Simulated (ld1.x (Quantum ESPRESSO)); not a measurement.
# Logarithmic derivatives: Si (Z = 14), RRKJ

| Quantity | Value |
| --- | --- |
| Element | Si (Z = 14) |
| Generator | ld1.x (Quantum ESPRESSO) 7.5 |
| Type | norm-conserving RRKJ (Kleinman–Bylander form) |
| Functional | LDA (PZ) |
| Relativity | scalar-relativistic |
| Frozen core | [Ne] |
| Valence charge | 4 |
| Reference configuration | 3s1.75 3p2.25 |
| Partial waves | 3p (bound): rc 1.70 bohr; 3d channel at 0.35 Ry: rc 2.10 bohr; 3s (bound): rc 1.95 bohr |
| Local potential | the s channel |
| Core correction | Bessel-smoothed model core inside 1.25 bohr |
| rho0 | 0.01 |

The phase is arctan(r·u′/u) with u = r·R(r), unwrapped; energies in Ry, scanned from -3 to 5 Ry. A pole is an energy at which the radial function vanishes at the test radius. The pseudo phase is shifted by a multiple of π to meet the all-electron one at the reference energy, and phase errors are pseudo minus all-electron; the curves can meet again beyond the range given. Levels narrower than the energy grid can be missing from the lists of poles.

```
channel  radius (bohr)  reference energy (Ry)  poles, all-electron  poles, pseudo  unbroken range about the reference energy with phases within 0.05 rad  phase error 1 Ry above the reference energy (rad)
      s           2.29                  -0.81                 0.80           0.76                                                              below 2.6                                             -0.004
      p           2.29                  -0.32                 1.72           1.62                                                              below 3.0                                             -0.007
      d           2.29                   0.35                 2.62           2.68                                                              below 4.2                                             +0.004
```

Phases in the d channel:

```json
{"E (Ry)": "-3.00", "all-electron": "1.325", "pseudo": "1.325"}
{"E (Ry)": "-2.52", "all-electron": "1.304", "pseudo": "1.304"}
{"E (Ry)": "-2.04", "all-electron": "1.277", "pseudo": "1.277"}
{"E (Ry)": "-1.56", "all-electron": "1.240", "pseudo": "1.240"}
{"E (Ry)": "-1.08", "all-electron": "1.186", "pseudo": "1.187"}
{"E (Ry)": "-0.60", "all-electron": "1.101", "pseudo": "1.101"}
{"E (Ry)": "-0.12", "all-electron": "0.939", "pseudo": "0.939"}
{"E (Ry)": "0.36", "all-electron": "0.549", "pseudo": "0.549"}
{"E (Ry)": "0.84", "all-electron": "-0.388", "pseudo": "-0.386"}
{"E (Ry)": "1.32", "all-electron": "-1.103", "pseudo": "-1.098"}
{"E (Ry)": "1.80", "all-electron": "-1.375", "pseudo": "-1.369"}
{"E (Ry)": "2.28", "all-electron": "-1.508", "pseudo": "-1.500"}
{"E (Ry)": "2.76", "all-electron": "-1.593", "pseudo": "-1.583"}
{"E (Ry)": "3.24", "all-electron": "-1.663", "pseudo": "-1.647"}
{"E (Ry)": "3.72", "all-electron": "-1.733", "pseudo": "-1.707"}
{"E (Ry)": "4.20", "all-electron": "-1.819", "pseudo": "-1.773"}
{"E (Ry)": "4.68", "all-electron": "-1.954", "pseudo": "-1.858"}
```
